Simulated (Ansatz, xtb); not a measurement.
**Relaxing a trial structure of H7Si4+**

The starting geometry of this gas-phase singlet has its atoms placed at random.

```xyz
11

Si    0.7251   -0.7050    0.7788
Si   -2.4452    0.4583   -1.0264
Si   -0.5141    1.9014    0.4828
Si    0.7908    0.2268   -1.7679
H     1.8910    0.4235   -0.9173
H     1.6520    1.5783   -0.6138
H     1.2697    2.0010    0.4950
H     1.8655    0.4897    1.3090
H    -0.1154   -0.2576    1.9252
H     1.7071   -0.9778    1.7886
H     1.4304   -1.8915   -0.2527
```

Problem. One run relaxed it with r2SCAN-D4/def2-SVP. What is a likely outcome?

Solution. It ends as a structure with H6 bridging Si3 and Si4, H11 bridging Si1 and Si4, given below by its coordinates. Distances that change by over a tenth: Si1–H8 (1.73 → 1.48 Å), Si3–H6 (2.45 → 1.79 Å), Si4–H11 (2.68 → 1.79 Å). Contacts that close: Si2–Si3 (2.84 → 2.23 Å), Si2–Si4 (3.33 → 2.32 Å), Si3–Si4 (3.09 → 2.29 Å), Si3–H7 (1.79 → 1.49 Å), Si4–H6 (1.97 → 1.62 Å).

The energy falls by 9.36 eV over 29 steps:

```csv
step,E − E(last) (eV)
1,9.361
4,3.931
7,1.957
10,1.511
13,0.359
17,0.043
20,0.022
23,0.010
26,0.001
29,0.000
```

Final geometry (Å):

```yaml
atoms:
  - { symbol: Si, position_ang: [1.3088, -1.2353, 1.7724] }
  - { symbol: Si, position_ang: [-1.6850, 0.9621, -1.5247] }
  - { symbol: Si, position_ang: [-0.2547, 2.5412, -0.8784] }
  - { symbol: Si, position_ang: [0.5093, 0.3850, -1.0408] }
  - { symbol: H, position_ang: [1.6654, -0.3415, -1.6285] }
  - { symbol: H, position_ang: [1.3014, 1.7210, -0.5698] }
  - { symbol: H, position_ang: [0.4066, 3.8366, -0.5574] }
  - { symbol: H, position_ang: [1.9590, -0.1821, 2.5887] }
  - { symbol: H, position_ang: [0.0821, -1.8258, 2.3581] }
  - { symbol: H, position_ang: [2.2382, -2.1989, 1.1380] }
  - { symbol: H, position_ang: [0.7258, -0.4153, 0.5436] }
```

From the same start GFN2-xTB ends elsewhere, in pieces: H4Si + HSi3 + H2.

From so rough a start the end depends on the optimiser's path, so another program may land elsewhere. No frequencies were run, so the end isn't proven a minimum. Run with Ansatz 0.2.0, 53 s on 2 threads of Intel(R) Xeon(R) Platinum 8375C CPU @ 2.90GHz (Ice Lake), on a shared host.
